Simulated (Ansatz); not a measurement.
`COCC[SiH3]` → `[CH2]OC`• + `[CH2][SiH3]`• at 700 K and 1 bar (homolysis of the C–C bond).

Isolated molecules relaxed with PBE0-D4/def2-TZVP in Ansatz; ΔE leaves out vibrations. CCSD(T)/CBS is the MP2 limit (def2-TZVPP, def2-QZVPP) plus CCSD(T) − MP2 in def2-TZVPP, frozen cores. No spin–orbit coupling; open shells (•) take unrestricted orbitals. One conformer a species, not always the lowest.

| species | CCSD(T)/CBS energy (Eh) | H − E (kJ/mol) | S (J/(mol·K)) |
| --- | --- | --- | --- |
| `COCC[SiH3]` | -484.40548 | 415.9 | 499.7 |
| `[CH2]OC`• | -154.19703 | 222.9 | 349.9 |
| `[CH2][SiH3]`• | -330.06538 | 173.5 | 356.1 |

H − E and S are ideal-gas, rigid-rotor, harmonic terms from PBE0-D4/def2-TZVP, for one conformer and one mirror image of each species, with the whole ground term of open shells counted as degenerate. 1 Eh = 2625.50 kJ/mol, R = 8.31446 J/(mol·K).

By hand: ΔE, ΔH, ΔS and ΔG.

ΔE = (-154.19703) + (-330.06538) − (-484.40548) = 0.14307 Eh = 375.6 kJ/mol. Δ(H − E) = 222.9 + 173.5 − 415.9 = -19.5, so ΔH = 356.1 kJ/mol. ΔS = 349.9 + 356.1 − 499.7 = 206.3 J/(mol·K). ΔG = 356.1 − 700 × (206.3)/1000 = 211.7 kJ/mol.

By hand: the equilibrium constant, and the temperature at which ΔG would vanish if ΔH and ΔS stayed fixed.

log₁₀ K = −ΔG/(RT ln 10) = -15.8. ΔG = 0 at ΔH/ΔS = 1726 K.

The number of gas molecules changes by +1, which sets the sign of ΔS. A doubt of 5 kJ/mol in ΔE shifts log₁₀ K by 0.4 here. Other conformers and mirror images would add mixing entropy, several J/(mol·K) or more a flexible species. Modes under 60 cm⁻¹, often nearly free rotors, make the harmonic entropy too high. These are equilibria of isolated gas molecules and say nothing of rates. Largest T1 diagnostic: 0.016 (customary marks: 0.02 for closed shells, 0.045 for open ones).
